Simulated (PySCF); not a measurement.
Isomers of C7H3F3, mass 144.019 u with the commonest isotopes. The calculation used wB97X-D/def2-SVPD in PySCF (dipole) on a GFN2-xTB geometry, gas phase. One conformer each, none proved a minimum here; rigid rotors.

Problem. Order these by out-of-plane moment Σ m c² = (Ia + Ib − Ic)/2, smallest first.
A. `C#CCC#CC(F)=C(F)F`
B. `C#CC(C#C)=CC(F)(F)F`
C. `[CH:1]#[C:2][C:3]#[C:4][CH2:5][C:6]([F:7])=[C:8]([F:9])[F:10]` with C4–C5–C6–F7 -78°

Solution. A (2.75 u·Å²), B (43.91 u·Å²), C (77.67 u·Å²).

Problem. Order these by rotational constant C, largest first.
A. `C#CC(C#C)=CC(F)(F)F`
B. `[CH:1]#[C:2][C:3]#[C:4][CH2:5][C:6]([F:7])=[C:8]([F:9])[F:10]` with C4–C5–C6–F7 -78°
C. `C(CC#CC(=C(F)F)F)#C`

Solution. A (734.7 MHz), B (532.0 MHz), C (487.7 MHz).

Problem. Order these by rotational constant B, largest first.
A. `C#CC(C#C)=CC(F)(F)F`
B. `C#CCC#CC(F)=C(F)F`
C. `[CH:1]#[C:2][C:3]#[C:4][CH2:5][C:6]([F:7])=[C:8]([F:9])[F:10]` with C4–C5–C6–F7 -78°

Solution. A (923.0 MHz), B (598.1 MHz), C (557.7 MHz).

```json
{"SMILES": "C#CC(C#C)=CC(F)(F)F", "point group": "–", "Ia (u·Å²)": "228.10", "Ib (u·Å²)": "547.55", "Ic (u·Å²)": "687.84", "κ": "-0.75", "μa (D)": "2.58", "μb (D)": "0.37", "μc (D)": "0.01"}
{"SMILES": "C#CC#CCC(F)=C(F)F", "point group": "C1", "Ia (u·Å²)": "199.09", "Ib (u·Å²)": "906.15", "Ic (u·Å²)": "949.90", "κ": "-0.97", "μa (D)": "0.65", "μb (D)": "0.17", "μc (D)": "1.46"}
{"SMILES": "C#CCC#CC(F)=C(F)F", "point group": "C1", "Ia (u·Å²)": "196.83", "Ib (u·Å²)": "844.93", "Ic (u·Å²)": "1036.26", "κ": "-0.89", "μa (D)": "2.24", "μb (D)": "0.23", "μc (D)": "0.13"}
```
